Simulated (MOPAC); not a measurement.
Input file for MOPAC: PM3 on GeC, 2S+1 = 3, a spin state set in the input, which need not be the lowest, a point of a bond scan (R = 1.849 Å).

```
PM3 1SCF PRECISE CHARGE=0 UHF MS=1 THREADS=1
CGe

C      0.00000000 1     0.00000000 1     0.00000000 1
Ge     0.00000000 1     0.00000000 1     1.84919000 1
```

It printed:

```
*******************************************************************************
 **                                                                           **
 **                              MOPAC v23.2.5                                **
 **                                                                           **
 *******************************************************************************
 ** MOPAC's Digital Object Identifier: https://doi.org/10.5281/zenodo.6511958 **
 **                                                                           **
 ** Please cite the open-source release paper for use of this MOPAC version:  **
 ** J. E. Moussa and J. J. P. Stewart (2026)                                  **
 ** MOPAC: An open-source semiempirical molecular orbital program             **
 ** J. Open Source Softw., 11(119), 8025, https://doi.org/10.21105/joss.08025 **
 *******************************************************************************

                              PM3 CALCULATION RESULTS

 *******************************************************************************
 *  PM3        - The PM3 Hamiltonian to be used
 *  UHF        - UNRESTRICTED HARTREE-FOCK CALCULATION
 *
 *
 *
 *                 CHARGE ON SYSTEM = 0
 *
 *
 *
 *  MS=        - IN MECI, MAGNETIC COMPONENT OF SPIN =  1.0
 *  PRECISE    - TIGHTER CRITERIA TO BE USED
 *  1SCF       - DO 1 SCF AND THEN STOP
 *  THREADS=1  - MULTI-THREADING NOT USED
 *  T=         - A TIME OF 172800.0 SECONDS REQUESTED
 *  DUMP=N     - RESTART FILE WRITTEN EVERY 7200.0 SECONDS REQUESTED
 *******************************************************************************
PM3 1SCF PRECISE CHARGE=0 UHF MS=1 THREADS=1
 CGe

   ATOM   CHEMICAL          X               Y               Z
  NUMBER   SYMBOL      (ANGSTROMS)     (ANGSTROMS)     (ANGSTROMS)

     1       C          0.00000000  *   0.00000000  *   0.00000000  *
     2      Ge          0.00000000  *   0.00000000  *   1.84919000  *



          CARTESIAN COORDINATES

    NO.       ATOM           X           Y           Z

     1         C          0.0000      0.0000      0.0000
     2        Ge          0.0000      0.0000      1.8492

  C: (PM3): J. J. P. STEWART, J. COMP. CHEM. 10, 209 (1989).
 Ge: (PM3): J. J. P. STEWART, J. COMP. CHEM. 12, 320-341 (1991).

           Empirical Formula: C Ge  =     2 atoms



      MOLECULAR POINT GROUP   :   C*v


          UHF CALCULATION, NO. OF ALPHA ELECTRONS =    5
                           NO. OF BETA  ELECTRONS =    3

 -------------------------------------------------------------------------------
 PM3 1SCF PRECISE CHARGE=0 UHF MS=1 THREADS=1
 CGe



     1SCF WAS SPECIFIED, SO BFGS WAS NOT USED
     SCF FIELD WAS ACHIEVED


                              PM3 CALCULATION
                                                       MOPAC v23.2.5 Linux




          FINAL HEAT OF FORMATION =        200.84465 KCAL/MOL =     840.33401 KJ/MOL


          COSMO AREA              =         89.95 SQUARE ANGSTROMS
          COSMO VOLUME            =         77.38 CUBIC ANGSTROMS

          IONIZATION POTENTIAL    =          8.852148 EV
          ALPHA SOMO LUMO (EV)    =         -8.852 -0.708
          BETA  SOMO LUMO (EV)    =         -9.650 -2.621
          NO. OF ALPHA ELECTRONS  =          5
          NO. OF BETA  ELECTRONS  =          3
          MOLECULAR WEIGHT        =         84.6010         POINT GROUP:  C*v

          MOLECULAR DIMENSIONS (Angstroms)

            Atom       Atom       Distance
           Ge     2    C     1     1.84919
           Ge     2    C     1     0.00000
            C     1   Ge     2     0.00000


          SCF CALCULATIONS        =          1





   ATOM   CHEMICAL          X               Y               Z
  NUMBER   SYMBOL      (ANGSTROMS)     (ANGSTROMS)     (ANGSTROMS)

     1       C          0.00000000  *   0.00000000  *   0.00000000  *
     2      Ge          0.00000000  *   0.00000000  *   1.84919000  *

                             CARTESIAN COORDINATES

   1    C        0.000000000     0.000000000     0.000000000
   2   Ge        0.000000000     0.000000000     1.849190000


           Empirical Formula: C Ge  =     2 atoms



      MOLECULAR POINT GROUP   :   C*v


          ALPHA EIGENVALUES
 -20.04646 -10.76673 -10.38035 -10.22131  -8.85215  -0.70777   0.85525   1.91699


           BETA EIGENVALUES
 -21.50393  -9.66276  -9.64962  -2.62082  -1.07546  -0.15918   0.06976   1.60875


              NET ATOMIC CHARGES AND DIPOLE CONTRIBUTIONS

  ATOM NO.   TYPE          CHARGE      No. of ELECS.   s-Pop       p-Pop
    1          C          -0.146894        4.1469     1.88257     2.26432
    2         Ge           0.146894        3.8531     0.86534     2.98776
 DIPOLE           X         Y         Z       TOTAL
 POINT-CHG.     0.000     0.000     1.305     1.305
 HYBRID         0.000     0.000     0.737     0.737
 SUM            0.000     0.000     2.041     2.041


          ATOMIC ORBITAL ELECTRON POPULATIONS

     Atom    s        px        py        pz
    1  C   1.88257   0.92050   0.06939   1.27443
    2 Ge   0.86534   1.07950   0.93061   0.97765


                    (SZ)    =    1.000000
                    (S**2)  =    2.722858


          ATOMIC ORBITAL SPIN POPULATIONS

    Atom   Total    s     px     py     pz
         Atomic
    1  C -0.8083 -0.002 -0.839  0.069 -0.036
    2 Ge  2.8083  0.509  0.839  0.931  0.530

 **********************
 *                    *
 * JOB ENDED NORMALLY *
 *                    *
 **********************




 == MOPAC DONE ==
```

The run finished. Its determinant has ⟨S²⟩ = 2.72, a mixture of spin states.

Cost: roughly 0.04 core-seconds.
